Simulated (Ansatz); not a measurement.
`[F][Ga-]1([F])[Br+][Ga-]([F])([F])[Br+]1`, one more setting.

```yaml
crystal:
  periodic: [false, false, false]
  atoms:
    - {symbol: F, position_ang: [2.606588, -0.919760, 0.942112]}
    - {symbol: Ga, position_ang: [0.939471, -1.224232, 0.571682]}
    - {symbol: F, position_ang: [0.243761, -2.797800, 0.793193]}
    - {symbol: Br, position_ang: [0.456425, -0.437759, -1.687515]}
    - {symbol: Ga, position_ang: [-0.939415, 1.224279, -0.571673]}
    - {symbol: F, position_ang: [-2.606154, 0.916097, -0.940732]}
    - {symbol: F, position_ang: [-0.247118, 2.799129, -0.794768]}
    - {symbol: Br, position_ang: [-0.453558, 0.440047, 1.687700]}
basis:
  gaussian: {orbitals: "6-31G*"}
hamiltonian: {xc: {name: PBE-QIDH}}
output: {forces: true}
```

```sh
$ ansatz run in.yaml --threads 8 --pin off --events-out ev --progress --plain --max-ram 18278MiB
```

Shortened log:

```
Functional definition: PBE-QIDH
1788 factors; integrals over basis functions are off by at most 8.9e-4 eV
mean field evaluation 1: about -255589.6927 eV, gradient 6.0e1 eV
mean field evaluation 2: about -255589.7642 eV, gradient 6.1e1 eV
mean field evaluation 4: about -255596.1614 eV, gradient 2.6e0 eV
mean field evaluation 8: about -255596.1788 eV, gradient 2.4e-1 eV
mean field evaluation 16: about -255596.1789 eV, gradient 1.3e-4 eV
mean field -255596.17894241 eV, -9392.9863268209 hartree, gradient 3.1e-6 eV, S^2 0.000000; 0 other end points of the search recorded, 0 dependent functions left out
40 core orbitals not correlated: weight in the atoms' cores, before any rotation towards them, 1.000 or more for the frozen orbitals, at most 0.000 for the correlated occupied ones
reference -255596.17896382 eV, -9392.9863276077 hartree; 44, 44 occupied and 116, 116 virtual orbitals, 1788 factors
second order -52.44397902 eV of doubles, -0.00000000 eV of singles
Total energy: -255613.66029016 eV, -9393.6287545015 hartree
Atom 0 at     2.606588    -0.919760     0.942112 Å, force    -0.307731    -0.081533    -0.061868 eV/Å
Atom 1 at     0.939471    -1.224232     0.571682 Å, force     0.139305    -0.181798     0.084818 eV/Å
Atom 2 at     0.243761    -2.797800     0.793193 Å, force     0.152589     0.284380    -0.032686 eV/Å
Atom 3 at     0.456425    -0.437759    -1.687515 Å, force    -0.023063     0.021902     0.084800 eV/Å
Atom 4 at    -0.939415     1.224279    -0.571673 Å, force    -0.139585     0.181575    -0.084877 eV/Å
Atom 5 at    -2.606154     0.916097    -0.940732 Å, force     0.307728     0.082269     0.061455 eV/Å
Atom 6 at    -0.247118     2.799129    -0.794768 Å, force    -0.151924    -0.284576     0.033184 eV/Å
Atom 7 at    -0.453558     0.440047     1.687700 Å, force     0.022680    -0.022221    -0.084826 eV/Å
Dipole moment:     0.000866     0.000693     0.000066 e Å
```

Hardware: 8 threads of an Arm Neoverse V2 on a shared host. Wall time 14 s, peak host memory 1 GiB.
